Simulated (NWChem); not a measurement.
**Lowest excitation of CH3O2 (+1)**

```xyz
6

O     -0.3334     1.0958     0.0000
C     -0.3909    -0.1593     0.0000
O      0.6641    -0.8569     0.0000
H      0.5751     1.4691     0.0000
H     -1.4009    -0.6001     0.0000
H      0.5253    -1.8244     0.0000
```
Charge +1, spin multiplicity 1.

The numbers come from NWChem runs, not from measurements. Structure: optimised with PBE0/def2-SVP, a minimum by its harmonic frequencies. It is one conformer; others weren't searched.

Basis set: def2-SVPD.

The correlated methods keep 3 core orbitals frozen. B3LYP has NWChem's definition, with VWN1-RPA local correlation. The structure started from a generated list of species. Coupled-cluster values serve here as a point of comparison, not as the truth.

### Question
One of these methods gave a lowest vertical singlet excitation energy of 7.69 eV. Which?
A. TDA-LDA (SVWN5)
B. TD-B3LYP
C. CIS
D. EOM-CCSD

### Answer
A, TDA-LDA (SVWN5). The others give 9.63 (CIS), 8.11 (TD-B3LYP), 8.68 (EOM-CCSD).
